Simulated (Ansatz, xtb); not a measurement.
# Relative energy of two isomers of C5H4N2

Structure X is `C#Cc1ccn[nH]1`, a singlet and structure Y is `C#Cc1cc[nH]n1`, a singlet. Both are isolated molecules in the gas phase, relaxed with PBE-D3(BJ)/def2-SVP.

Task: Which of the two would you expect CCSD(T)/def2-SVP + ΔMP2/def2-TZVPP electronic energies to favour?

Result: CCSD(T)/def2-SVP + ΔMP2/def2-TZVPP gives E(Y) − E(X) = +0.66 kcal/mol, slightly favouring structure X, which is too small a margin to settle the true order.

Level by level:

```tsv
level	geometry	E(Y) − E(X) (kcal/mol)	departure from the last row (kcal/mol)	job, with rough time for the two
GFN2-xTB	GFN2-xTB	+1.87	+1.21	optimisation, 0.39 s
HF/STO-3G	GFN2-xTB	+0.74	+0.08	single point, 1.3 s
r2SCAN-D4/def2-SVP	GFN2-xTB	+1.63	+0.97	single point, 7.8 s
PBE-D3(BJ)/def2-SVP	PBE-D3(BJ)/def2-SVP	+1.71	+1.04	optimisation, 52 s
HF/def2-SVP	PBE-D3(BJ)/def2-SVP	+0.48	−0.18	part of the CCSD(T) run
MP2/def2-SVP	PBE-D3(BJ)/def2-SVP	+0.95	+0.29	part of the CCSD(T) run
CCSD(T)/def2-SVP	PBE-D3(BJ)/def2-SVP	+0.64	−0.02	single point
CCSD(T)/def2-SVP + ΔMP2/def2-TZVPP	PBE-D3(BJ)/def2-SVP	+0.66		single point, 2.1 min
```

As drawn, both hold the same kinds of bond in the same numbers.

The largest departure from CCSD(T)/def2-SVP + ΔMP2/def2-TZVPP is that of GFN2-xTB, 1.21 kcal/mol. The last row adds to CCSD(T) the change of the MP2 difference between the two basis sets, here +0.02 kcal/mol.

With thermal terms from frequencies at re-optimised GFN2-xTB minima (ideal gas, soft modes damped towards free rotors, one conformer each, 298.15 K, 1 atm): the zero-point term adds −0.07 kcal/mol; ΔH is +0.59 and ΔG +0.61 kcal/mol.

The correlated steps freeze 7 core orbitals. Codes used: Ansatz 0.2.0, xtb 6.7.1; the last row on 2 threads of Intel(R) Xeon(R) Processor @ 2.50GHz (Skylake/Cascade Lake) on a shared host.
